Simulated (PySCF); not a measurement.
CH5F2NSi2, SMILES F[SiH2]/C=N/[SiH2]F.

Coordinates come from a TPSSh-D3(BJ)/def2-SVP optimisation. The structure was generated by enumeration; whether it is a known compound was not checked. Other conformers were not sampled.

Computed with TDA-LC-ωPBE/def2-SVPD run with PySCF.

Vertical excitations. 

```csv
state,energy (eV),λ (nm),f,main pairs
S1,3.59,346,0.002,HOMO→LUMO 96 %
S2,6.80,182,0.001,HOMO→LUMO+1 74 %
S3,7.36,168,0.163,"HOMO→LUMO+2 51 %, HOMO−1→LUMO 17 %, HOMO→LUMO+1 15 %"
S4,7.54,164,0.001,HOMO−3→LUMO 84 %
S5,7.72,161,0.425,"HOMO−1→LUMO 64 %, HOMO→LUMO+2 24 %"
S6,8.09,153,0.036,HOMO→LUMO+3 69 %
S7,8.47,146,0.007,"HOMO−1→LUMO+1 46 %, HOMO−2→LUMO+2 17 %, HOMO−1→LUMO+2 10 %"
S8,8.51,146,0.156,HOMO−2→LUMO 83 %
S9,8.72,142,0.022,"HOMO−2→LUMO+1 25 %, HOMO−1→LUMO+1 19 %, HOMO−1→LUMO+3 18 %, HOMO−1→LUMO+2 18 %"
S10,8.74,142,0.131,"HOMO→LUMO+6 40 %, HOMO→LUMO+5 32 %, HOMO−2→LUMO 7 %, HOMO→LUMO+4 6 %"
T1,2.84,437,0,HOMO→LUMO 96 %
T2,4.52,274,0,"HOMO−1→LUMO 57 %, HOMO−4→LUMO 35 %"
T3,6.44,192,0,HOMO→LUMO+1 76 %
T4,6.69,185,0,HOMO−3→LUMO 81 %
```
Triplets are in the Tamm–Dancoff approximation.
